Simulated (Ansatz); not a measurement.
Caution, from a PySCF single point (B3LYP-D3(BJ)/def2-TZVPD) at this geometry: the highest occupied level lies above zero, so the state may not be bound. This triplet is an excited state, 2.03 eV above the relaxed singlet at the level frozen-core CCSD(T)/aug-cc-pVTZ // B3LYP-D3(BJ)/def2-TZVPD (Ansatz, an electronic-structure program).

Species: BF2, SMILES `F[B-]F` (excited triplet) (charge -1, multiplicity 3).

Question: Give a relaxed geometry from B3LYP-D3(BJ)/def2-TZVPD in Ansatz.

Answer: the end point of this relaxation (outside a Z-matrix the atoms follow the SMILES, hydrogens last).
Cartesian coordinates (Å) in one orientation:
```xyz
3

F     -1.189    -0.247     0.000
B      0.000     0.493     0.000
F      1.189    -0.246     0.000
```
